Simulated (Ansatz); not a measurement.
CH5FGe, SMILES `F[CH2][GeH3]`, relaxed with RKS PBE0-D4/def2-TZVP in Ansatz 0.2.0 from a PBE-D4/def2-SVP geometry. The force threshold is 0.005 eV/Å; the program also tests the step.

The species carries charge 0 and has multiplicity 1.

Start:

```xyz
8

F    -1.351    1.324   -0.550
C    -0.023    0.925   -0.461
Ge    0.081   -0.855    0.421
H     0.553    1.676    0.124
H     0.419    0.873   -1.481
H    -0.730   -1.883   -0.405
H     1.566   -1.302    0.504
H    -0.517   -0.757    1.847
```

How much energy does the relaxation release, and in how many steps? (Best estimate.)

Ansatz gave: 0.54 kcal/mol, in 5 steps.

Which bonds change most? (An estimate is asked.)

Computed: C2–H5 from 1.113 to 1.094 Å; C2–H4 from 1.113 to 1.094 Å; Ge3–H7 from 1.553 to 1.539 Å; Ge3–H8 from 1.549 to 1.535 Å.

Give the relaxed structure. (Best estimate.)

Computed: 
```xyz
8

F    -1.332    1.337   -0.550
C    -0.015    0.913   -0.456
Ge    0.074   -0.854    0.421
H     0.545    1.657    0.117
H     0.404    0.865   -1.465
H    -0.716   -1.880   -0.403
H     1.551   -1.280    0.500
H    -0.512   -0.758    1.837
```
